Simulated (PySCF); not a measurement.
Relaxation of triplet MoCl4

Level of theory: PySCF, UPBE, basis Mo def2-TZVP with ECP28, Cl def2-TZVP (scalar-relativistic core potentials, no spin–orbit coupling, density fitting). A (50,194) grid was used.

A hand-made tetrahedral start, of Td symmetry, held to at least that symmetry:

```xyz
5
charge 0 multiplicity 3, angstrom
Mo    0.0000    0.0000    0.0000
Cl    1.3683    1.3683   -1.3683
Cl    1.3683   -1.3683    1.3683
Cl   -1.3683    1.3683    1.3683
Cl   -1.3683   -1.3683   -1.3683
```

Q: What does it relax to?

A: It ends at Td with Mo–Cl 2.240 Å (×4); Cl–Mo–Cl 109.5° (×6). A frequency run shows a minimum. Other isomers or separated fragments may lie lower.

Q: How much energy is released, and in how many steps?

A: 50.9 kJ/mol in 4 steps.

Open d and f shells are described by one determinant, and the ground state may have another occupation or spin.

The relaxation took 20 s on 4 threads of a shared AMD EPYC 9R45 96-Core (Zen 5) host, with 188 basis functions and 5 gradients; the process peaked at 1.1 GiB. Launch command: `OMP_NUM_THREADS=4 python axn.py task.json out`.
